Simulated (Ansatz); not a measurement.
A run for Ansatz (a quantum-chemistry and plane-wave program): R-BLYP/def2-TZVPP on F2Mg (SMILES [F][Mg][F]).

Ansatz 0.2 input:
```yaml
crystal:
  periodic: [false, false, false]
  atoms:
    - {symbol: Mg, position_ang: [0.00003639, 0.00000970, -0.00021610]}
    - {symbol: F, position_ang: [1.75103537, -0.00358587, 0.00799440]}
    - {symbol: F, position_ang: [-1.75097176, 0.00357617, -0.00777830]}
basis:
  gaussian:
    orbitals: def2-TZVPP
hamiltonian:
  xc: {name: BLYP}
scf: {lower_state_search: off}
```

Output:

```
WARN ansatz: RAYON_NUM_THREADS=4 ignored (pool sized by the plan → 4); use --threads N
Functional definition: BLYP
these checks for a lower state are left out or cut short: stability, starts, cluster_reference, orbital_swaps, neighbouring_geometries, increment
integrals: 0.02 GiB planned
600 factors; their error is unknown
mean field: 0.20 GiB planned
mean field evaluation 1: about -10876.7894 eV, gradient 7.1e1 eV
mean field evaluation 2: about -10784.2651 eV, gradient 2.4e2 eV
mean field evaluation 4: about -10884.1941 eV, gradient 3.5e0 eV
mean field evaluation 8: about -10884.2069 eV, gradient 3.7e-2 eV
mean field evaluation 16: about -10884.2000 eV, gradient 1.7e-6 eV
mean field -10884.19995833 eV, -399.9869708929 hartree, gradient 1.7e-6 eV, S^2 0.000000; 0 other end points of the search recorded, 0 dependent functions left out
reference -10884.20024546 eV, -399.9869814446 hartree; 15, 15 occupied and 79, 79 virtual orbitals, 600 factors
Total energy: -10884.20024546 eV, -399.9869814446 hartree
Checks for a lower state left out: stability, starts, cluster_reference, orbital_swaps, neighbouring_geometries, increment
```

Self-consistency was reached.

Cost: very roughly 0.8 core-seconds.
